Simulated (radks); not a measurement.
All-electron atom: the iodine ion I2+ in [Kr] 4d10 5s2 5p3. Calculated with a radial shooting solver on a logarithmic mesh with Libxc functionals: Dirac Kohn-Sham, LDA (Slater exchange, Perdew-Wang correlation), spin-unpolarised, spherical densities, point nucleus; open shells fill j = l - 1/2 first.

X-ray form factor f0, the Fourier transform of the density (f0(0) = 51):

| sin(theta)/lambda (1/angstrom) | f0 (electrons) |
|---|---|
| 0.05 | 50.257 |
| 0.1 | 48.244 |
| 0.15 | 45.467 |
| 0.2 | 42.444 |
| 0.25 | 39.507 |
| 0.3 | 36.795 |
| 0.4 | 32.066 |
| 0.5 | 28.108 |
| 0.6 | 24.844 |
| 0.8 | 20.212 |
| 1 | 17.291 |
| 1.25 | 14.553 |
| 1.5 | 12.106 |
| 2 | 8.246 |
